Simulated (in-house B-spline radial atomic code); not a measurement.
## RPA and G0W0 on LC-wPBE: La³⁺

Configuration [Kr] 4d10 5s2 5p6, mean-field start LC-wPBE. Computed with an all-electron radial atomic-structure program (B-spline basis): all electrons, scalar-relativistic (spin-free one-electron X2C), finite nucleus, each spin shell either full or empty, empty states to l = 9 with an (l + 1/2)⁻⁴ tail; G0W0 by contour deformation at full frequency.

Spin-orbit coupling, left out, splits p levels strongly here.

Command:
```bash
python run_gw.py task.json out
```
Settings (radii: box in bohr, nucleus in fm):
```
Z                        57
electrons                54
configuration            [Kr] 4d10 5s2 5p6
hamiltonian              x2c
method                   lc_wpbe
lmax                     9
rms_radius               4.855
spin_polarised           False
box_radius               14.14
intervals                68
```

Time taken, with all properties: 6.7 s on 1 thread of Arm Neoverse N1, with other jobs on the host.

Energies (hartree):

| term | value |
| --- | --- |
| mean-field total | -8490.75255 |
| Hartree-Fock functional on these orbitals | -8488.07663 |
| direct second order | -4.81 |
| second-order exchange | 1.3014 |
| SOSEX correction | 1.223 |

Question: What is the RPA correlation energy, and what remains with SOSEX?

Answer: RPA gives -4.2633 hartree (-2.15 eV per electron); RPA + SOSEX gives -3.0403, and the second-order doubles -3.5086 hartree (no singles). RPA lacks exchange-type terms and so overcorrelates at short range.

Quasi-particle levels (eV):

```tsv
level	occupied	mean field	Σx - vxc	Σc	QP weight	G0W0
5p	yes	-49.46	-0.78	?	?	?
5s	yes	-67.67	-3.77	2.63	0.854	-68.82
4d	yes	-132.76	-9.12	2.51	0.861	-139.38
4f	no	-21.817	8.90	-5.38	0.943	-18.296
```

G0W0 = mean field + (Σx - vxc) + Σc, with Σc (partial-wave tail included) taken at the quasi-particle energy. Only the outer levels were computed. Levels of low weight are left out.

Question: Where does G0W0 put 5p?

Answer: At -51.18 eV, with Σc = -0.95 eV and a quasi-particle weight of 0.955. The tabulated removal energy is 49.95 ± 0.06 eV (NIST, semi-empirical); the calculation leaves out spin-orbit coupling, Breit and QED terms, and what these don't explain is the method's own error.
